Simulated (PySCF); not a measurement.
**Heteronuclear NMR**

Mapped SMILES: `[CH2:1]=[CH:2][CH2:3][c:4]1[n:5][c:6]([O:7][SiH3:8])[n:9][o:10]1`. Hydrogens are named by the atom that carries them. Ha(C1) is cis to C3; Hb(C1) is trans to C3.

Equivalent nuclei averaged, no solvent, single conformer, non-relativistic. Geometry from GFN2-xTB; PBE0/pcSseg-1 with gauge-including orbitals; PySCF 2.14.0 with density-fitted response routines.

(1) Predict the ²⁹Si NMR data.

(2) What are the ¹⁵N shifts?

(3) What are the ¹⁷O shifts?

Answers

(1) 
| atoms | environment | σ (ppm) | δ (ppm) |
| --- | --- | --- | --- |
| Si8 | silicon bonded to O, 3 H | 382.7 | -34.6 |

Shieldings were converted by a linear fit to measured shifts: ²⁹Si (scatter 8.9 ppm rms, 25.8 ppm with the 6 outliers that the fit left out vs TMS, solution or neat liquid). A few per cent of atoms miss by over 2 rms, more outside the fitted compound classes.

On a 400 MHz spectrometer ²⁹Si resonates near 79.5 MHz, so 1 ppm is 79.5 Hz.

(2) 
| atoms | environment | σ (ppm) | δ (ppm) |
| --- | --- | --- | --- |
| N9 | pyridine-type nitrogen of an azole | -90.1 | -65.1 |
| N5 | pyridine-type nitrogen of an azole | 8.0 | -155.5 |

Shieldings were converted by a linear fit to measured shifts: ¹⁵N (scatter 6.3 ppm rms vs CH3NO2, solution or neat liquid). Occasional misses reach two or three times the rms, and more in compound classes unlike the fitted ones.

On a 500 MHz spectrometer ¹⁵N resonates near 50.7 MHz, so 1 ppm is 50.7 Hz.

(3) 
```json
{"atoms": "O10", "environment": "aromatic ring oxygen", "σ (ppm)": "-54.5", "δ (ppm)": "316.4"}
{"atoms": "O7", "environment": "oxygen bonded to C, Si", "σ (ppm)": "255.6", "δ (ppm)": "33.9"}
```

Shieldings were converted by a linear fit to measured shifts: ¹⁷O (scatter 10.7 ppm rms, 12.2 ppm with the 3 outliers that the fit left out vs liquid water, solution or neat liquid). Occasional misses reach two or three times the rms, and more in compound classes unlike the fitted ones.

On a 500 MHz spectrometer ¹⁷O resonates near 67.8 MHz, so 1 ppm is 67.8 Hz.
